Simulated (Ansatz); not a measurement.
Wavefunction ladder for C3H10InN (`CC[N](C)[InH2]`)

Cartesian coordinates in Å:
```
C -0.547 -1.544 -1.042
C 0.445 -0.419 -0.862
N 0.177 0.432 0.269
C 1.158 1.481 0.386
In -1.339 0.295 1.603
H -1.561 -1.163 -1.194
H -0.564 -2.206 -0.172
H -0.283 -2.146 -1.914
H 0.468 0.188 -1.783
H 1.458 -0.846 -0.770
H 0.948 2.122 1.245
H 1.179 2.122 -0.510
H 2.175 1.077 0.511
H -2.505 -0.945 1.469
H -1.209 1.553 2.765
```

Charge 0, multiplicity 1. Correlated methods include outer-core shells of In, which these sets cover unevenly. In: def2 effective core potential. All single points use the PBE0-D4/def2-TZVP geometry. It is one conformer, not always the lowest. Frozen core, restricted reference, the Gaussian-basis code of Ansatz.

```tsv
basis	HF (Eh)	MP2 corr.
def2-SVP	-362.91204	-0.70507
def2-TZVPP	-363.11145	-1.04710
def2-QZVPP	-363.12164	-1.28331
```

Question: Estimate the CCSD correlation energy and the (T) correction in each basis where they were run (hartree).

Answer: 
| basis | CCSD corr. | (T) |
| --- | --- | --- |
| def2-SVP | -0.77061 | -0.02409 |
| def2-TZVPP | -1.08916 | -0.04105 |
